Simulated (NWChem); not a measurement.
Species: C4H4O2; SMILES C=C1OC=CO1

```xyz
10

C      0.0000     0.0000     2.0620
C      0.0000     0.0000     0.7290
O      0.0000     1.1222    -0.0711
C      0.0000     0.6650    -1.3795
C      0.0000    -0.6650    -1.3795
O      0.0000    -1.1222    -0.0711
H      0.0000    -0.9362     2.6023
H      0.0000     0.9362     2.6023
H      0.0000     1.4099    -2.1576
H      0.0000    -1.4099    -2.1576
```
Atoms are numbered in this order, from 1.

The geometry was optimised at B3LYP/6-31G* (spherical d). B3LYP is NWChem's, with the RPA form of VWN correlation.

**Question.** Give the principal values of the shielding tensors (ppm) of C1, C2, O3, C4 from B3LYP/6-31G* (spherical d), GIAO (NWChem), with their diamagnetic and paramagnetic parts as GIAO splits them.

**Answer.** 
```tsv
atom	σ11	σ22	σ33	isotropic	diamagnetic	paramagnetic
C1	77.6	154.2	179.3	137.0	262.3	-125.2
C2	-48.6	72.2	79.5	34.3	247.3	-212.9
O3	114.1	169.4	203.4	162.3	394.1	-231.8
C4	-2.5	88.7	114.6	66.9	254.5	-187.6
```
